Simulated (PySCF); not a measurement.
# Working out the ionisation energy of Hg²⁺

Hg²⁺ [Xe] 4f14 5d10 (1S) → Hg³⁺ [Xe] 4f14 5d9 (2D). Calculation: PySCF 2.14, in aug-cc-pwCVDZ-PP with ECP60MDF (6s6p5d3f, 70 functions); a scalar-relativistic core potential. Frozen: 5s2 5p6. Energies in hartree (1 hartree = 27.21139 eV):

| part | Hg²⁺ (lower) | Hg³⁺ (upper) |
| --- | --- | --- |
| UHF | -151.598736 | -150.364806 |
| CCSD correlation | -0.278795 | -0.226295 |
| (T) | -0.004944 | -0.003130 |

Q: What does Hartree-Fock give?

A: (-150.364806) − (-151.598736) = 1.233930 hartree = 33.577 eV.

Q: What do CCSD and CCSD(T) give?

A: The CCSD correlation energies differ by 0.052500 hartree = 1.429 eV and the triples by 0.001814 hartree = 0.049 eV, so CCSD gives 35.006 eV and CCSD(T) 35.055 eV.

Reference: 34.49 ± 0.05 eV (measured; NIST Atomic Spectra Database, ionization energies), between the lowest levels; spin-orbit coupling is absent from the calculation.

A double-zeta basis recovers only part of the correlation energy.

What remains against the reference includes basis incompleteness, the frozen core and higher excitations.
